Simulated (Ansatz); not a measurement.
`BN([SiH2]C)[SiH2]C`, relaxed with RKS PBE-D4/def2-SVP in Ansatz from a rough embedded geometry. The force threshold is 0.03 eV/Å; the program also tests the step.

Charge 0, multiplicity 1.

Start:

```xyz
18

B    -1.192   -0.961    0.505
N    -0.151    0.190    0.297
Si   -0.380    0.792   -1.354
C    -2.002    1.703   -1.604
Si    1.475   -0.519    0.402
C     1.876   -0.989    2.168
H    -1.938   -0.810    1.406
H    -1.194   -1.872   -0.171
H    -0.320   -0.365   -2.339
H     0.732    1.692   -1.739
H    -2.818    0.995   -1.296
H    -2.093    2.083   -2.583
H    -1.995    2.575   -0.764
H     1.615   -1.715   -0.438
H     2.485    0.450   -0.029
H     2.932   -1.394    2.220
H     1.161   -1.752    2.492
H     1.806   -0.102    2.826
```

```json
{"step": "1", "energy (eV)": "-20169.2109", "largest force (eV/Å)": "4.397", "largest move (Å)": "0.000"}
{"step": "2", "energy (eV)": "-20169.7946", "largest force (eV/Å)": "2.174", "largest move (Å)": "0.099"}
{"step": "3", "energy (eV)": "-20169.9033", "largest force (eV/Å)": "0.609", "largest move (Å)": "0.141"}
{"step": "4", "energy (eV)": "-20169.9317", "largest force (eV/Å)": "0.324", "largest move (Å)": "0.200"}
{"step": "5", "energy (eV)": "-20170.0363", "largest force (eV/Å)": "0.406", "largest move (Å)": "0.200"}
{"step": "6", "energy (eV)": "-20170.1402", "largest force (eV/Å)": "0.577", "largest move (Å)": "0.197"}
{"step": "7", "energy (eV)": "-20170.2730", "largest force (eV/Å)": "0.909", "largest move (Å)": "0.200"}
{"step": "8", "energy (eV)": "-20170.4558", "largest force (eV/Å)": "0.834", "largest move (Å)": "0.200"}
{"step": "9", "energy (eV)": "-20170.6517", "largest force (eV/Å)": "0.616", "largest move (Å)": "0.200"}
{"step": "10", "energy (eV)": "-20170.7902", "largest force (eV/Å)": "0.403", "largest move (Å)": "0.200"}
{"step": "11", "energy (eV)": "-20170.8701", "largest force (eV/Å)": "0.229", "largest move (Å)": "0.200"}
{"step": "12", "energy (eV)": "-20170.8920", "largest force (eV/Å)": "0.110", "largest move (Å)": "0.074"}
{"step": "13", "energy (eV)": "-20170.9053", "largest force (eV/Å)": "0.304", "largest move (Å)": "0.195"}
{"step": "14", "energy (eV)": "-20170.9147", "largest force (eV/Å)": "0.050", "largest move (Å)": "0.028"}
{"step": "15", "energy (eV)": "-20170.9192", "largest force (eV/Å)": "0.031", "largest move (Å)": "0.065"}
{"step": "16", "energy (eV)": "-20170.9197", "largest force (eV/Å)": "0.235", "largest move (Å)": "0.196"}
{"step": "17", "energy (eV)": "-20170.9242", "largest force (eV/Å)": "0.123", "largest move (Å)": "0.025"}
{"step": "18", "energy (eV)": "-20170.9261", "largest force (eV/Å)": "0.027", "largest move (Å)": "0.034"}
{"step": "19", "energy (eV)": "-20170.9267", "largest force (eV/Å)": "0.017", "largest move (Å)": "0.043"}
```

End:

```xyz
18

B    -1.168   -1.098    0.519
N    -0.124   -0.416   -0.151
Si   -0.530    0.347   -1.725
C    -1.676    1.817   -1.477
Si    1.539   -0.257    0.492
C     1.708   -0.981    2.216
H    -0.990   -1.619    1.607
H    -2.272   -1.162   -0.007
H    -1.152   -0.680   -2.629
H     0.777    0.798   -2.328
H    -2.627    1.490   -1.009
H    -1.915    2.297   -2.448
H    -1.206    2.576   -0.820
H     2.487   -0.936   -0.464
H     1.886    1.211    0.500
H     2.751   -0.839    2.568
H     1.484   -2.066    2.223
H     1.027   -0.481    2.933
```

Hardware: 4 threads of an Arm Neoverse V1 on a shared host. Wall time 44 s, peak host memory 0.22 GiB.
